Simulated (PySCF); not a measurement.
## Static response to an electric field

Compound: C7H8FN.
Atom-mapped SMILES: `[CH3:1][NH:2][c:3]1[cH:4][cH:5][cH:6][cH:7][c:8]1[F:9]` (hydrogens: H10, H11, H12 on C1; H13 on N2; H14 on C4; H15 on C5; H16 on C6; H17 on C7)

Geometry (GFN2-xTB, Å), atoms numbered from 1 in this order:
```xyz
17
C7H8FN angstrom
C     -2.6293    0.2314   -0.0780
N     -1.5682   -0.6790    0.2637
C     -0.2539   -0.2957    0.3190
C      0.1670    1.0357    0.3578
C      1.5087    1.3523    0.4688
C      2.4730    0.3630    0.5411
C      2.0854   -0.9681    0.5032
C      0.7492   -1.2714    0.3956
F      0.3665   -2.5804    0.3464
H     -2.6921    1.0240    0.6695
H     -2.4880    0.6920   -1.0636
H     -3.5716   -0.3118   -0.0779
H     -1.7170   -1.6469    0.0234
H     -0.5637    1.8260    0.2989
H      1.8025    2.3911    0.4953
H      3.5176    0.6181    0.6226
H      2.8070   -1.7683    0.5539
```

Level: B3LYP/def2-SVPD (PySCF), static field, nuclei fixed, core orbitals frozen in the response. The polarisability tensor in these axes (au):

```
x   123.30   2.18   6.92
y     2.18  96.34  -0.07
z     6.92  -0.07  57.65
```

Give the principal values, the mean and the anisotropy Δα = √{½[(α1 − α2)² + (α2 − α3)² + (α1 − α3)²]}.

Principal values 56.93, 96.18 and 124.19 au; mean 92.43 au = 13.70 Å³ = 15.24 × 10⁻⁴⁰ C²·m²/J; Δα = 58.52 au (63 % of the mean).

What is the dipole moment, and where does it point?

(-1.41, 0.97, -0.59) D, 1.81 D in size, pointing from the negative to the positive side. Measured along this direction, the outermost atoms are H17 at the negative end and H11 and H12 at the positive end.

How large is μ²/3kT at 400 K beside α?

In Gaussian units μ²/3kT = 19.71 Å³ against 13.70 Å³, a ratio of 1.44; the Debye molar polarisation (4π/3)N_A(α + μ²/3kT) is 84.3 cm³/mol, leaving out the vibrational part.

In TDDFT the mean static polarisability is Σ f/ω² over all singlet excitations (ω in hartree). How much of it do the 8 lowest give? Their energies (eV) and oscillator strengths: 4.69, 0.0396; 5.18, 0.0100; 5.45, 0.2192; 5.58, 0.0027; 5.97, 0.0088; 6.39, 0.0107; 6.46, 0.1479; 6.65, 0.0064.

They add up to 10.25 au, 11.1 % of the 92.43 au; the largest single term is 5.47 au, from the state at 5.45 eV. Terms in order: 1.33, 0.28, 5.47, 0.06, 0.18, 0.19, 2.63, 0.11 au. Higher excitations give the rest. The strengths listed sum to 0.445.

Estimate the molar refractivity from the static electronic polarisability.

Lorentz–Lorenz: R = (4π/3)N_A α = 2.5225 cm³/(mol·Å³) × 13.70 Å³ = 34.6 cm³/mol, in the limit of long wavelengths.

The structure is a single GFN2-xTB conformer in the gas phase; no vibrational or solvent corrections.
